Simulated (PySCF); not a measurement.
These are PBE0-D3(BJ)/def2-TZVP // PBE0-D3(BJ)/def2-SVP in PySCF values and carry that method's errors. Isolated molecules, 0 K electronic values unless said otherwise. One relaxed conformer stands for a flexible species; it need not be the lowest. Excitations are Tamm–Dancoff values on a coarser integration grid. The basis has no diffuse functions, so Rydberg states are missing or too high.

Reference species (SMILES): `[CH2]([Ga]([CH2]C)[CH2]C)C` (neutral, multiplicity 1).

```yaml
S1 oscillator strength: 0.000
HOMO–LUMO gap: 6.31 eV
T1 excitation (TDA): 4.58 eV
S1 excitation (TDA): 4.88 eV
```

Changed species: `C[CH2][Ga]([CH2]C)[O]C` (2 of 3 OCH3 replaced by C2H5; the reference has 3 of 3 OCH3 replaced by C2H5).

Question: Predict the effect on the S1 oscillator strength, HOMO–LUMO gap, T1 excitation (TDA) and S1 excitation (TDA).

Answer: the S1 oscillator strength hardly moves; the HOMO–LUMO gap increases by 0.37 eV, to 6.68 eV; the T1 excitation (TDA) rises by 0.41 eV, to 4.99 eV; the S1 excitation (TDA) rises by 0.37 eV, to 5.25 eV.
